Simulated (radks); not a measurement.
Values are calculated unless marked as measured or tabulated.
Task: The gallium ion Ga3+, [Ar] 3d10. Level of theory: non-relativistic Kohn-Sham, exchange-only LDA, spin-polarised, spherical densities, point nucleus (a radial shooting solver on a logarithmic mesh with Libxc functionals). Every spin shell is full or empty, so the densities are truly spherical. Functionals are evaluated on that one density, not self-consistently. Rank these exchange functionals by their error against the exact value of the orbitals, and give that value: LDA, B88, PW91, OPTX, AM05, G96, EV93, TPSS, Tao-Mo.

Result: Exact: -72.6511 hartree. From best to worst, with 100 (|E| - |E exact|)/|E exact| (equal figures are ties): TPSS +0.13, PW91 +0.17, B88 +0.23, EV93 +0.35, Tao-Mo -0.47, G96 +0.48, OPTX +0.94, AM05 -5.22, LDA -5.77.
